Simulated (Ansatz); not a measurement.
Harmonic frequencies (cm⁻¹) at PBE0-D4/def2-TZVP from Ansatz: 104, 169, 235, 348, 513, 720, 754, 862, 899, 957, 1004, 1107, 1214, 1234, 1255, 1328, 1411, 1467, 1684, 2754, 2987, 3077, 3232, 3856.

Each molecule was computed in one conformer, which needn't be the lowest.

Which molecule is it?
A. `O[SiH]1[SiH2][SiH2]1`
B. `C#CBCO`
C. `OCC1=CB1`
D. `BC1OC1=C`

C.
